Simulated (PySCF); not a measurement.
**(HSi)4CH26 adamantane: computed shieldings and shifts**

(HSi)4CH26 adamantane, C6H16Si4.

Geometry:
```tsv
atom	x (Å)	y (Å)	z (Å)
Si1	1.350	-1.149	0.700
H2	2.414	-2.051	1.254
C3	1.475	0.569	1.472
Si4	0.146	1.729	0.801
H5	0.264	3.086	1.430
C6	0.351	1.848	-1.072
Si7	0.208	0.155	-1.893
H8	0.376	0.276	-3.380
C9	1.535	-0.976	-1.170
C10	-1.486	-0.564	-1.476
Si11	-1.727	-0.734	0.388
H12	-3.079	-1.309	0.693
C13	-0.364	-1.849	1.067
C14	-1.543	0.973	1.173
H15	2.473	0.994	1.264
H16	1.382	0.492	2.569
H17	-0.417	2.525	-1.486
H18	1.333	2.295	-1.308
H19	1.470	-1.972	-1.642
H20	2.534	-0.572	-1.408
H21	-1.598	-1.553	-1.955
H22	-2.275	0.085	-1.893
H23	-0.453	-2.854	0.618
H24	-0.493	-1.972	2.156
H25	-1.677	0.892	2.266
H26	-2.341	1.641	0.804
```

GIAO calculations in PySCF 2.14 on the PBE0-D3(BJ)/def2-SVP structure: isolated species, non-relativistic, equivalent atoms averaged; basis pcSseg-1.

Task: Give the isotropic shieldings (ppm) with PBE0, wB97X-D.

Result: 
| atoms | environment | PBE0 | wB97X-D |
| --- | --- | --- | --- |
| Si1/Si4/Si7/Si11 | silicon bonded to 3 C, H | 369.3 | 369.2 |
| C3/C6/C9/C10/C13/C14 | carbon bonded to 2 Si, 2 H | 184.4 | 185.8 |
| H2/H5/H8/H12 | hydrogen on a silicon bonded to 3 C | 26.27 | 26.51 |
| H15/H16/H17/H18/H19/H20/H21/H22/H23/H24/H25/H26 | hydrogen on a carbon bonded to 2 Si | 31.34 | 31.57 |
| HOMO–LUMO gap (eV) | – | 8.33 | 11.95 |

Task: And the chemical shifts, against references computed in the same way?

Result: 
```json
{"atoms": "Si1/Si4/Si7/Si11", "nucleus, reference": "²⁹Si, TMS", "PBE0": "-17.3", "wB97X-D": "-16.3"}
{"atoms": "H2/H5/H8/H12", "nucleus, reference": "¹H, TMS", "PBE0": "4.99", "wB97X-D": "4.87"}
{"atoms": "H15/H16/H17/H18/H19/H20/H21/H22/H23/H24/H25/H26", "nucleus, reference": "¹H, TMS", "PBE0": "-0.07", "wB97X-D": "-0.19"}
```

Task: Which part of the shielding of Si1/Si4/Si7/Si11 depends on the functional?

Result: Diamagnetic: PBE0 881, wB97X-D 881 ppm; paramagnetic: PBE0 -511, wB97X-D -512 ppm.
